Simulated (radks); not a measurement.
Results of a calculation; reference values are marked as such.
Question: I, configuration [Kr] 4d10 5s2 5p5 (the NIST ground configuration). Level of theory: scalar-relativistic Kohn-Sham, LB94 model potential, spin-polarised, spherical densities, finite nucleus; open shells are filled with parallel spins first (spin-orbit coupling, left out, can overturn this in heavy ions); Fermi nuclear charge, rms radius 4.75 fm (a radial shooting solver on a logarithmic mesh with Libxc functionals). Some entries of the table are withheld. Estimate them.

| orbital | occ. | eigenvalue (eV) | <r^2> (bohr^2) | <1/r> (bohr^-1) |
|---|---|---|---|---|
| 1s down | 1 | -33138.68 | 0.001001 | 56.89 |
| 1s up | 1 | -33138.68 | 0.001001 | 56.89 |
| 2s up | 1 | -5138.616 | 0.01612 | 13.04 |
| 2s down | 1 | -5138.596 | 0.01612 | 13.04 |
| 2p up | 3 | -4618.060 | 0.01275 | 12.49 |
| 2p down | 3 | -4618.030 | 0.01275 | 12.49 |
| 3s up | 1 | -1048.578 | 0.1124 | 4.661 |
| 3s down | 1 | -1048.559 | 0.1124 | 4.661 |
| 3p up | 3 | -879.2436 | 0.1124 | 4.440 |
| 3p down | 3 | -879.2240 | 0.1124 | 4.440 |
| 3d up | 5 | -624.6978 | 0.09784 | 4.211 |
| 3d down | 5 | -624.6806 | 0.09784 | 4.211 |
| 4s up | 1 | -187.2645 | 0.6195 | 1.886 |
| 4s down | 1 | -187.2112 | 0.6199 | 1.885 |
| 4p up | 3 | -134.4799 | 0.7156 | 1.726 |
| 4p down | 3 | -134.4516 | 0.7165 | 1.725 |
| 4d down | 5 | -57.4935 | (1) | 1.445 |
| 4d up | 5 | -57.4577 | (2) | 1.446 |
| 5s down | 1 | -22.4093 | (3) | (4) |
| 5s up | 1 | -22.3870 | (5) | (6) |
| 5p up | 3 | -11.5859 | 6.856 | 0.5356 |
| 5p down | 2 | -11.4551 | 6.758 | 0.5410 |

Answer: 
(1) 4d down <r^2> (bohr^2): 0.9846
(2) 4d up <r^2> (bohr^2): 0.9826
(3) 5s down <r^2> (bohr^2): 4.164
(4) 5s down <1/r> (bohr^-1): 0.6906
(5) 5s up <r^2> (bohr^2): 4.217
(6) 5s up <1/r> (bohr^-1): 0.6857
